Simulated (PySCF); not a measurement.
**Energy of F⁺ (fluorine, charge +1) between two integer charges**

The 2p beta orbital of [He] 2s2 2p4 is emptied in steps (occupation f), with all orbitals relaxed, ending at [He] 2s2 2p3. Computed with PySCF 2.14 in aug-cc-pVTZ (5s4p3d2f, 46 functions), with the non-relativistic Hamiltonian (point nucleus). The exact energy is a straight line in f; departures are measured from the line between the end points of the same method.

Task: Among UHF, LDA, PBE, PBE0, r2SCAN, LC-wPBE, BHandHLYP, wB97X, HSE06, CAM-B3LYP, which shows the largest delocalisation error (convex curve), and which is closest to linear?

Result: Most convex: LDA (-2.291 eV at f = 0.5); closest to linear: UHF (0.514 eV).

```json
{"f": "1", "UHF (eV)": "0.000", "LDA (eV)": "0.000", "PBE (eV)": "0.000", "PBE0 (eV)": "0.000", "r2SCAN (eV)": "0.000", "LC-wPBE (eV)": "0.000", "BHandHLYP (eV)": "0.000", "wB97X (eV)": "0.000", "HSE06 (eV)": "0.000", "CAM-B3LYP (eV)": "0.000"}
{"f": "0.9", "UHF (eV)": "0.199", "LDA (eV)": "-0.819", "PBE (eV)": "-0.808", "PBE0 (eV)": "-0.560", "r2SCAN (eV)": "-0.724", "LC-wPBE (eV)": "-0.323", "BHandHLYP (eV)": "-0.320", "wB97X (eV)": "-0.325", "HSE06 (eV)": "-0.597", "CAM-B3LYP (eV)": "-0.435"}
{"f": "0.7", "UHF (eV)": "0.447", "LDA (eV)": "-1.919", "PBE (eV)": "-1.888", "PBE0 (eV)": "-1.306", "r2SCAN (eV)": "-1.678", "LC-wPBE (eV)": "-0.751", "BHandHLYP (eV)": "-0.754", "wB97X (eV)": "-0.756", "HSE06 (eV)": "-1.391", "CAM-B3LYP (eV)": "-1.020"}
{"f": "0.5", "UHF (eV)": "0.514", "LDA (eV)": "-2.291", "PBE (eV)": "-2.247", "PBE0 (eV)": "-1.553", "r2SCAN (eV)": "-1.981", "LC-wPBE (eV)": "-0.888", "BHandHLYP (eV)": "-0.905", "wB97X (eV)": "-0.892", "HSE06 (eV)": "-1.652", "CAM-B3LYP (eV)": "-1.219"}
{"f": "0.3", "UHF (eV)": "0.417", "LDA (eV)": "-1.927", "PBE (eV)": "-1.882", "PBE0 (eV)": "-1.299", "r2SCAN (eV)": "-1.649", "LC-wPBE (eV)": "-0.737", "BHandHLYP (eV)": "-0.767", "wB97X (eV)": "-0.737", "HSE06 (eV)": "-1.380", "CAM-B3LYP (eV)": "-1.025"}
{"f": "0.1", "UHF (eV)": "0.173", "LDA (eV)": "-0.825", "PBE (eV)": "-0.801", "PBE0 (eV)": "-0.552", "r2SCAN (eV)": "-0.699", "LC-wPBE (eV)": "-0.310", "BHandHLYP (eV)": "-0.331", "wB97X (eV)": "-0.306", "HSE06 (eV)": "-0.586", "CAM-B3LYP (eV)": "-0.439"}
{"f": "0", "UHF (eV)": "0.000", "LDA (eV)": "0.000", "PBE (eV)": "0.000", "PBE0 (eV)": "0.000", "r2SCAN (eV)": "0.000", "LC-wPBE (eV)": "0.000", "BHandHLYP (eV)": "0.000", "wB97X (eV)": "0.000", "HSE06 (eV)": "0.000", "CAM-B3LYP (eV)": "0.000"}
```

| method | E(f=0) − E(f=1) (eV) | −ε at f=1 (eV) | −ε at f=0.5 (eV) |
| --- | --- | --- | --- |
| UHF | 33.391 | 35.649 | 33.302 |
| LDA | 35.259 | 26.184 | 35.235 |
| PBE | 35.424 | 26.463 | 35.442 |
| PBE0 | 35.254 | 29.040 | 35.276 |
| r2SCAN | 35.111 | 27.050 | 35.200 |
| LC-wPBE | 35.565 | 31.984 | 35.606 |
| BHandHLYP | 35.190 | 31.652 | 35.152 |
| wB97X | 35.118 | 31.509 | 35.173 |
| HSE06 | 35.295 | 28.667 | 35.328 |
| CAM-B3LYP | 35.487 | 30.663 | 35.472 |

Reference removal energy between the ground levels: 34.971 eV (measured; NIST Atomic Spectra Database, ionization energies). The calculation has no spin-orbit coupling. UHF lacks correlation.
